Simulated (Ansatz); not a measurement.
Coupled-cluster diagnostics for SiCl3(NHEt) (C2H6Cl3NSi), Ansatz.

Geometry of the singlet (r2SCAN-D4/def2-SVP):

```tsv
atom	x (Å)	y (Å)	z (Å)
C1	-0.394	0.216	-0.943
C2	0.642	-0.727	-1.543
Cl3	-1.131	-0.226	3.430
Cl4	1.902	0.157	2.103
Cl5	-0.274	2.595	1.779
N6	-0.778	-0.126	0.424
Si7	-0.110	0.547	1.828
H8	-1.270	-1.011	0.523
H9	-1.301	0.242	-1.574
H10	-0.008	1.250	-0.934
H11	1.566	-0.724	-0.945
H12	0.893	-0.431	-2.574
H13	0.262	-1.762	-1.573
```

Correlated methods freeze 23 core orbitals.

Problem. Estimate the CCSD(T) correlation energy, the shares of MP2 and (T), T1 and the reference's ⟨S²⟩ for: charge 0, singlet, own geometry in def2-SVP; and the rough time on 4 threads of Arm Neoverse V2 on a shared host.

Solution. 
| state | basis | correlation (eV) | MP2 share (%) | (T) share (%) | T1 | ⟨S²⟩ (pure) | wall time |
| --- | --- | --- | --- | --- | --- | --- | --- |
| charge 0, singlet, own geometry | def2-SVP | -28.304 | 90.5 | 2.5 | 0.009 | 0.00 (0.00) | 25 s |
Customary marks for T1 are 0.02 (closed shells), 0.045 (open shells) and about 0.05 (3d metals). T1 stays under 0.02 throughout.
